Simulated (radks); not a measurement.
Values are calculated unless marked as measured or tabulated.
These are the eigenvalues of the occupied orbitals of an atom or ion with whole-number occupations (Ry). Level of theory: scalar-relativistic Kohn-Sham, r2SCAN, spin-polarised, spherical densities, finite nucleus; meta-GGA in the generalised Kohn-Sham scheme; Fermi nuclear charge, rms radius of each element as measured or else 0.836 A^(1/3) + 0.57 fm (a radial shooting solver on a logarithmic mesh with Libxc functionals).

1s down: -5275.440
1s up: -5275.439
2s up: -919.3618
2s down: -919.3397
2p up: -802.6110
2p down: -802.5941
3s up: -216.1239
3s down: -216.1228
3p up: -181.5365
3p down: -181.5337
3d up: -142.2441
3d down: -142.2322
4s up: -48.14402
4s down: -48.12809
4p up: -36.74828
4p down: -36.73470
4d up: -22.37386
4d down: -22.35721
5s up: -9.72472
5s down: -9.58269
5p up: -6.84566
5p down: -6.65066
4f up: -6.44848
4f down: -6.41502
5d up: -3.46371

Which element is it, and in what charge state? The configuration may be excited. Open shells, if any, are filled with parallel spins first.

Answer. Z = 75, rhenium, charge +4: Re4+ in [Xe] 4f14 5d3. The list shows which subshells hold electrons but not how many an open one holds; the 1s level, -2637.7 hartree, gives Z - s = 72.6 by -(Z - s)^2/2, which with screening and relativity narrows Z to a few neighbours, and the depths of the outer levels then fix element, charge and occupations together.
